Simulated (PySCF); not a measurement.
## [Tm(NH3)3]2+: from a saddle point downhill

PySCF 2.14.0, RKS PBE0, Tm lcecp-0-SVP with ECP59, N def2-SVP, H def2-SVP; non-relativistic Hamiltonian with scalar-relativistic core potentials where named; density fitting; no spin-orbit coupling. Relaxed within the symmetry of its start, the geometry (C3h) is

```xyz
13

Tm    0.0000    0.0000    0.0000
N     2.5791    0.0000    0.0000
H     3.0124   -0.4658    0.8067
H     3.0124   -0.4658   -0.8067
H     3.0122    0.9315    0.0000
N    -1.2896    2.2336    0.0000
H    -1.1028    2.8417    0.8067
H    -1.1028    2.8417   -0.8067
H    -2.3128    2.1429    0.0000
N    -1.2895   -2.2336    0.0000
H    -1.9096   -2.3759    0.8067
H    -1.9096   -2.3759   -0.8067
H    -0.6994   -3.0744    0.0000
```

and its lowest harmonic modes are -45, -45, -41, -15, 43, 43 cm⁻¹ (negative: unstable). It was moved along the lowest mode and relaxed again.

Problem. Where does it end, and how much lower?

Solution. In C1, 0.000 eV lower, after 3 steps:
```xyz
13

Tm   -0.0006   -0.0009   -0.0004
N     2.5803   -0.0002    0.0066
H     3.0109   -0.2449    0.9068
H     3.0169   -0.6557   -0.6532
H     3.0137    0.9011   -0.2290
N    -1.2902    2.2343    0.0094
H    -0.9538    2.9266    0.6899
H    -1.2743    2.7468   -0.8811
H    -2.2922    2.1560    0.2225
N    -1.2902   -2.2344   -0.0159
H    -1.9331   -2.3692    0.7741
H    -1.8870   -2.3843   -0.8387
H    -0.7004   -3.0752    0.0090
```

Problem. How do the contacts change?

Solution. 
```csv
contact,saddle (Å),end (Å)
Tm1–N2 (NH3),2.579,2.581
Tm1–N6 (NH3),2.579,2.581
Tm1–N10 (NH3),2.579,2.579
```


No frequency check is given for the end, and other unstable modes may remain.

An lcecp potential fixes the number of 4f electrons, so in runs with it no electron can move into or out of that shell.

State: singlet in the valence, with the 4f electrons in the core potential.
